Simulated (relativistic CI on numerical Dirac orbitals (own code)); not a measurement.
Os7+: L2,3 absorption edge

Computed with this model: Dirac-Coulomb-Breit CI, KLI orbitals optimised for each configuration, a model potential for QED, valence Slater integrals scaled by 0.8, multiplet model of core-to-valence dipole absorption; configurations [Xe] 4f14 5d → [He] 2s2 2p5 3s2 3p6 3d10 4s2 4p6 4d10 4f14 5s2 5p6 5d2; 80 K; Lorentzian 5 eV and Gaussian 1 eV FWHM. Energies are those of the free ion, without screening or charge transfer. The branching ratio is the share of the lower-energy edge in the whole absorption, uncertain by about 0.02 where the edges overlap. S is read from ⟨S²⟩ = S(S + 1).

free ion: ground-state S = 0.50, centroid 11241.97 eV, branching ratio 0.763. Peaks (eV, height): 10883.5 (100), 12396.0 (31).

The statistical ratio of this edge is 2/3 = 0.667. Values above it arise where the holes sit mainly in the j = l + 1/2 valence subshell or the ground state has high spin; values below it where core-valence Coulomb terms move weight to the upper edge, as in nearly empty shells. At deep edges of heavy elements the radial integrals of the two core levels differ, which raises the baseline.

Strongest unbroadened transitions for free ion:

| Energy (eV) | Relative strength |
| --- | --- |
| 10880.21 | 1.1 |
| 10880.26 | 2.3 |
| 10880.30 | 7.2 |
| 10881.85 | 14.7 |
| 10882.01 | 31.1 |
| 10882.33 | 3.9 |
| 10882.86 | 8.1 |
| 10883.21 | 46.1 |
| 10883.23 | 1.1 |
| 10883.41 | 100.0 |
| 10883.72 | 52.3 |
| 10884.67 | 35.1 |
| 10885.09 | 1.7 |
| 12395.45 | 15.0 |
| 12395.86 | 59.0 |
| 12397.65 | 13.9 |
| 12398.18 | 4.0 |
| 12403.08 | 2.0 |
